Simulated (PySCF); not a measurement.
C4H9O, SMILES C[CH]OCC, multiplicity 2. Atoms are numbered in the order given.

```xyz
14

C      2.4260     0.2109    -0.2873
C      1.1919    -0.1486     0.4579
O      0.0311     0.0432    -0.2221
C     -1.1644    -0.2366     0.4855
C     -2.3454     0.0567    -0.4172
H      2.4364    -0.2686    -1.2810
H      2.5184     1.3045    -0.4599
H      3.3203    -0.1150     0.2654
H      1.1381    -0.0431     1.5514
H     -1.2069     0.3839     1.4031
H     -1.1656    -1.2953     0.8084
H     -3.2909    -0.1499     0.1076
H     -2.3048    -0.5684    -1.3224
H     -2.3420     1.1124    -0.7293
```
Charge 0, spin multiplicity 2.

Geometry: B3LYP-D3(BJ)/def2-SVP. The isomer is the one that the SMILES or the coordinates give; other isomers of the formula were not compared. One conformer was computed; it need not be the lowest.

Two levels are set side by side: PBE/pcH-1 (PySCF) and B3LYP/pcH-1 (PySCF). Contact hyperfine couplings, same geometry. Differences are taken from unrounded values.

| quantity | B3LYP |
|---|---|
| A(iso) of 13C, atom C1 (MHz) | -20.8 |
| A(iso) of 13C, atom C2 (MHz) | 165.4 |
| A(iso) of 17O, atom O3 (MHz) | -19.3 |
| A(iso) of 13C, atom C4 (MHz) | -1.6 |
| A(iso) of 13C, atom C5 (MHz) | -1.2 |
| A(iso) of 1H, atom H6 (MHz) | 46.7 |
| A(iso) of 1H, atom H7 (MHz) | 127.4 |
| A(iso) of 1H, atom H8 (MHz) | 12.3 |
| A(iso) of 1H, atom H9 (MHz) | -25.9 |
| A(iso) of 1H, atom H10 (MHz) | 8.9 |
| A(iso) of 1H, atom H11 (MHz) | 9.4 |
| A(iso) of 1H, atom H12 (MHz) | -1.1 |
| A(iso) of 1H, atom H13 (MHz) | 0.0 |
| A(iso) of 1H, atom H14 (MHz) | 0.3 |

Task: What does PBE give, and how far is it from B3LYP? (The exact figures need the calculation; the answer reports its results.)

Result: 
```
quantity                        PBE  PBE minus B3LYP
----------------------------  -----  ---------------
A(iso) of 13C, atom C1 (MHz)  -18.4              2.4
A(iso) of 13C, atom C2 (MHz)  142.6            -22.8
A(iso) of 17O, atom O3 (MHz)  -11.9              7.4
A(iso) of 13C, atom C4 (MHz)   -1.5              0.1
A(iso) of 13C, atom C5 (MHz)   -1.3             -0.1
A(iso) of 1H, atom H6 (MHz)    45.3             -1.4
A(iso) of 1H, atom H7 (MHz)   123.9             -3.5
A(iso) of 1H, atom H8 (MHz)    11.3             -1.0
A(iso) of 1H, atom H9 (MHz)   -22.7              3.2
A(iso) of 1H, atom H10 (MHz)   10.8              1.9
A(iso) of 1H, atom H11 (MHz)   12.0              2.6
A(iso) of 1H, atom H12 (MHz)   -1.1              0.0
A(iso) of 1H, atom H13 (MHz)   -0.1              0.0
A(iso) of 1H, atom H14 (MHz)    0.2             -0.1
```

Rough cost on one machine, each run with all the roots and properties that it gave: B3LYP against PBE within a factor of 2.
